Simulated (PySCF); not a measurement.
## Electron correlation in Sc¹¹⁺ (scandium, charge +11)

Starting occupation: [Ne]. Computed with PySCF 2.14 in an uncontracted even-tempered set (18 s from 0.36 bohr⁻², ratio 2.6; 12 p from 0.47 bohr⁻², ratio 2.6; 6 d from 0.48 bohr⁻², ratio 2.8; 3 f from 19 bohr⁻², ratio 2.8), with X2C-1e with screened-nucleus spin-orbit coupling, Gaussian nucleus. Frozen: 1s2; 8 electrons correlated; the 44 highest virtual spinors left out.

MP2 pair energies summed by pair of shells (mhartree):

| pair | energy | share (%) |
| --- | --- | --- |
| 2p1/2-2p3/2 | -95.04 | 33.5 |
| 2p3/2-2p3/2 | -90.56 | 31.9 |
| 2p3/2-2s1/2 | -43.79 | 15.4 |
| 2p1/2-2s1/2 | -21.98 | 7.7 |
| 2p1/2-2p1/2 | -21.63 | 7.6 |
| 2s1/2-2s1/2 | -11.04 | 3.9 |

Total MP2 correlation energy: -284.05 mhartree.

The virtual space was cut to 44 spinors, which keep -215.77 of the -284.05 mhartree of MP2 correlation.

| level | correlation energy (mhartree) |
| --- | --- |
| CCSD | -218.43 |
| (T) | -0.13 |
| CCSD(T) | -218.56 |

Diagnostics: T1 = 0.00036, largest double amplitude 0.007.

Question: Is a single reference adequate?

Answer: Yes: T1 lies below 0.03 and no double amplitude reaches 0.07.

The coupled-cluster values are those of the cut space; adding the MP2 remainder, -68.28 mhartree, estimates the full space.
